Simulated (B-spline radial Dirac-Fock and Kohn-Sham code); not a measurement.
## Tm⁴⁺: photoemission with 172 eV photons

System: the Tm⁴⁺ ion, [Xe] 4f11.

The computed values come from a radial B-spline solver: the independent-particle Dirac-Slater model, thresholds from Dirac-Fock. The asymmetry parameter β is from the dipole term alone. Kinetic energies are from the vacuum level. Open shells are spread statistically over j, without multiplet splitting.

The last column is dσ/dΩ = σ/(4π) · [1 − (β/2) P₂(cos θ)] at θ = 0° from the beam of unpolarised light.

| subshell | electrons | binding (eV) | kinetic (eV) | σ (kb) | β | dσ/dΩ (kb/sr) |
| --- | --- | --- | --- | --- | --- | --- |
| N6 (4f5/2) | 4.71 | 65.13 | 106.9 | 2560 | 0.36 | 167 |
| N7 (4f7/2) | 6.29 | 63.71 | 108.3 | 3430 | 0.36 | 223 |
| O1 (5s) | 2 | 112.5 | 59.50 | 83.2 | 1.75 | 0.814 |
| O2 (5p1/2) | 2 | 83.73 | 88.27 | 55.2 | -0.08 | 4.57 |
| O3 (5p3/2) | 4 | 76.81 | 95.19 | 154 | -0.06 | 12.6 |

Branching ratios of the spin-orbit partners (statistical value in brackets): 4f 1.34 (1.33), 5p 2.79 (2.00).

At such low photon energies correlation between channels can change these cross sections by tens of per cent.

Run: 5.5 s of CPU time on 1 thread of Intel(R) Xeon(R) Platinum 8375C CPU @ 2.90GHz (shared host), peak memory 0.41 GiB.
